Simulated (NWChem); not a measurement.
System meant: CH3F2In; SMILES [CH3][In]([F])[F]

NWChem input:

```
start job
memory heap 200 mb stack 900 mb global 1100 mb
geometry units angstroms noautoz
  In    -0.002562    -0.033183     0.002042
  F     -1.619353     1.067725    -0.001021
  F      1.535213     1.175163    -0.001539
  C      0.060483    -2.160135     0.003245
  H      0.688604    -2.495620     0.838980
  H      0.501219    -2.497857    -0.944355
  H     -0.958980    -2.551422     0.108351
end
basis spherical
  In library def2-svp
  F library def2-svp
  C library def2-svp
  H library def2-svp
end
dft
  xc pbe0
  iterations 150
  mulliken
end
task dft energy
```

End of the output:

```
             Grid Information
             ----------------
          Grid used for XC integration:  medium
          Radial quadrature: Mura-Knowles
          Angular quadrature: Lebedev.
          Tag              B.-S. Rad. Rad. Pts. Rad. Cut. Ang. Pts.
          ---              ---------- --------- --------- ---------
          In                  1.55      123           9.0       590
          F                   0.50       49          11.0       434
          C                   0.70       49           9.0       434
          H                   0.35       45          10.0       434
          Grid pruning is: on
          Number of quadrature shells:   405
          Spatial weights used:  Erf1

          Convergence Information
          -----------------------
          Convergence aids based upon iterative change in
          total energy or number of iterations.
          Levelshifting, if invoked, occurs when the
          HOMO/LUMO gap drops below (HL_TOL):  1.00D-02
          DIIS, if invoked, will attempt to extrapolate
          using up to (NFOCK): 10 stored Fock matrices.

                    Damping( 0%)  Levelshifting(0.5)       DIIS
                  --------------- ------------------- ---------------
          dE  on:    start            ASAP                start
          dE off:    2 iters        150 iters           150 iters

      Screening Tolerance Information
      -------------------------------
          Density screening/tol_rho:  1.00D-10
          AO Gaussian exp screening on grid/accAOfunc:  14
          CD Gaussian exp screening on grid/accCDfunc:  20
          XC Gaussian exp screening on grid/accXCfunc:  20
          Schwarz screening/accCoul:  1.00D-08

      Superposition of Atomic Density Guess
      -------------------------------------

      charge =      49.0 In (Indium)

      symmetry species            s     p     d     f
      number of basis functions =10     7     6
      number of cont. functions = 4     4     2
      number of closed shells   = 5     3     2
      number of open shells     = 0     1     0
      open shell occupation     = 0     1     0
 ------------------------------------------------------------------------
 atomscf:atomd: error in atom scf                   0
 ------------------------------------------------------------------------
 ------------------------------------------------------------------------
  current input line :
    23: task dft energy
 ------------------------------------------------------------------------
 ------------------------------------------------------------------------
 This error has not yet been assigned to a category
 ------------------------------------------------------------------------
 For more information see the NWChem manual at https://nwchemgit.github.io

0:atomscf:atomd: error in atom scf:Received an Error in Communication
```

Question: Can this run be used? If not, why, and what is the fix?

Answer: The run crashed. Cause: the def2 basis of a heavy element holds valence functions alone and wants its effective core potential (without it all electrons must fit into that basis). This input runs:
```
start job
memory heap 200 mb stack 900 mb global 1100 mb
geometry units angstroms noautoz
  In    -0.002562    -0.033183     0.002042
  F     -1.619353     1.067725    -0.001021
  F      1.535213     1.175163    -0.001539
  C      0.060483    -2.160135     0.003245
  H      0.688604    -2.495620     0.838980
  H      0.501219    -2.497857    -0.944355
  H     -0.958980    -2.551422     0.108351
end
basis spherical
  In library def2-svp
  F library def2-svp
  C library def2-svp
  H library def2-svp
end
ecp
  In library def2-ecp
end
dft
  xc pbe0
  iterations 150
  mulliken
end
task dft energy
```
It converges to -429.34698 Ha (PBE0/def2-SVP with def2 effective core potentials on In).
